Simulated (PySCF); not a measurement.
A calculated (PBE, PySCF 2.14, x2c-QZVPPall with one added diffuse shell each of s, p, d, f, g type, the spin-free X2C one-electron Hamiltonian (Gaussian nucleus)) atom or ion has these occupied shells.

```json
{"shell": "1s β", "electrons": "1", "orbital energy (eV)": "-6441.5", "rms radius, mean of both spins (bohr)": "0.0704"}
{"shell": "1s α", "electrons": "1", "orbital energy (eV)": "-6441.5", "rms radius, mean of both spins (bohr)": "0.0704"}
{"shell": "2s α", "electrons": "1", "orbital energy (eV)": "-761.22", "rms radius, mean of both spins (bohr)": "0.304"}
{"shell": "2s β", "electrons": "1", "orbital energy (eV)": "-759.12", "rms radius, mean of both spins (bohr)": "0.304"}
{"shell": "2p α", "electrons": "3", "orbital energy (eV)": "-647.29", "rms radius, mean of both spins (bohr)": "0.274"}
{"shell": "2p β", "electrons": "3", "orbital energy (eV)": "-645.69", "rms radius, mean of both spins (bohr)": "0.274"}
{"shell": "3s α", "electrons": "1", "orbital energy (eV)": "-105.33", "rms radius, mean of both spins (bohr)": "0.916"}
{"shell": "3s β", "electrons": "1", "orbital energy (eV)": "-99.967", "rms radius, mean of both spins (bohr)": "0.916"}
{"shell": "3p α", "electrons": "3", "orbital energy (eV)": "-74.053", "rms radius, mean of both spins (bohr)": "0.984"}
{"shell": "3p β", "electrons": "3", "orbital energy (eV)": "-68.782", "rms radius, mean of both spins (bohr)": "0.984"}
{"shell": "3d α", "electrons": "5", "orbital energy (eV)": "-25.880", "rms radius, mean of both spins (bohr)": "1.28"}
```

**Question.** Name the element and its charge.

**Answer.** Mn²⁺ (manganese, charge +2), in [Ar] 3d5, high-spin 6S determinant.
